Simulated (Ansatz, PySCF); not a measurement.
SeSn, singlet, at a GFN2-xTB geometry (such geometries of metal compounds can be far from the true shape) (all electrons, no relativity). Base run: B3LYP5/STO-3G in PySCF.

Geometry (Å):
```xyz
2

Sn     0.0000     0.0000    -0.9462
Se     0.0000     0.0000     1.3914
```
All else is at PySCF's defaults.

The same geometry, method and basis name were run in Ansatz (a first-principles code) and PySCF, at each program's defaults and at the settings that a row names. The base is PySCF at its defaults. Differences at the defaults can come from grids, fitting, cores and function types together.

```csv
code and settings,ΔE vs base (mEh),basis functions,E (Eh),SCF cycles,dipole (D)
"PySCF, defaults (exact integrals, its default grid, spherical functions)",0.000,45,-8339.86120,9,2.32
"Ansatz, defaults (factorised integrals, its default grid, spherical functions)",0.006,45,-8339.86119,-,-
"PySCF, fine grid",0.012,45,-8339.86119,9,2.32
"Ansatz, high accuracy",0.007,45,-8339.86119,-,-
```
